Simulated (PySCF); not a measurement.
PySCF job for disilazane cation (H7NSi2), SMILES [SiH3]N[SiH3] (connectivity only; charge and spin as stated), charge +1, multiplicity 2, SMD-M06-2X/def2-SVP. Geometry: B3LYP-D3(BJ)/def2-SVP. The spin state was assumed, not searched.

```python
import numpy as np
from pyscf import gto, scf, dft
from pyscf.solvent import smd

mol = gto.M(
    atom='''
    Si    1.67535165   -0.00029158    0.15191942
    N     0.00000000   -0.00000000   -0.60175086
    Si   -1.67535165    0.00029158    0.15191942
    H     2.30330532   -1.21479767   -0.43249580
    H     1.45563586   -0.03038670    1.61019205
    H     2.27085930    1.25464440   -0.38140596
    H    -0.00000000   -0.00000000   -1.63406829
    H    -2.30330531    1.21479767   -0.43249581
    H    -2.27085930   -1.25464440   -0.38140596
    H    -1.45563587    0.03038670    1.61019204
    ''',
    basis='def2-SVP',
    charge=1,
    spin=1,
    max_memory=1600,
    verbose=3,
)
mf = dft.UKS(mol, xc='m06-2x').density_fit(auxbasis='def2-universal-jkfit')
mf.grids.level = 4
mf.conv_tol = 1e-9
mf.max_cycle = 100
mf.kernel()
fine, coarse = mf.grids, dft.Grids(mol).set(level=1).build(with_non0tab=True)
for _ in range(3):  # follow internal instabilities
    mf.grids = coarse
    mo, _, stable, _ = mf.stability(return_status=True, nroots=4)
    mf.grids = fine
    if stable:
        break
    mf.kernel(mf.make_rdm1(mo, mf.mo_occ))
res = {}
for name in ['water', 'N,N-dimethylformamide', 'dichloromethane']:
    s = mf.SMD()
    s.with_solvent.solvent, s.with_solvent.sasa_ng = name, 302
    s.kernel(mf.make_rdm1())
    res[name] = (s.e_tot, s.with_solvent.get_cds(), s.dip_moment(), s.mo_energy, s.converged)
    print(f'SMD {name}: dG(solv) = {(s.e_tot - mf.e_tot) * 627.509474:.3f} kcal/mol, of which CDS {res[name][1] * 627.509474:.3f}')
```

Output:

```

WARN: HOMO -0.281401371078724 >= LUMO -0.281401371078724

converged SCF energy = -637.338419307429  <S^2> = 0.75581381  2S+1 = 2.0058054
<class 'pyscf.df.df_jk.DFUKS'> wavefunction is stable in the internal stability analysis
converged SCF energy = -637.426329187683  <S^2> = 0.75528465  2S+1 = 2.0052777

WARN: System has nonzero charge 1; the dipole moment is origin-dependent.
Location of origin: [0. 0. 0.]

Dipole moment(X, Y, Z, Debye): -0.00000, -0.00000, -1.70178
SMD water: dG(solv) = -55.164 kcal/mol, of which CDS 3.792
converged SCF energy = -637.429480481532  <S^2> = 0.75529646  2S+1 = 2.0052895

WARN: System has nonzero charge 1; the dipole moment is origin-dependent.
Location of origin: [0. 0. 0.]

Dipole moment(X, Y, Z, Debye): -0.00000, -0.00000, -1.68788
SMD N,N-dimethylformamide: dG(solv) = -57.142 kcal/mol, of which CDS 0.933
converged SCF energy = -637.42266045094  <S^2> = 0.75536378  2S+1 = 2.0053566

WARN: System has nonzero charge 1; the dipole moment is origin-dependent.
Location of origin: [0. 0. 0.]

Dipole moment(X, Y, Z, Debye): -0.00000, -0.00000, -1.61105
SMD dichloromethane: dG(solv) = -52.862 kcal/mol, of which CDS -0.068
```

The run converged.
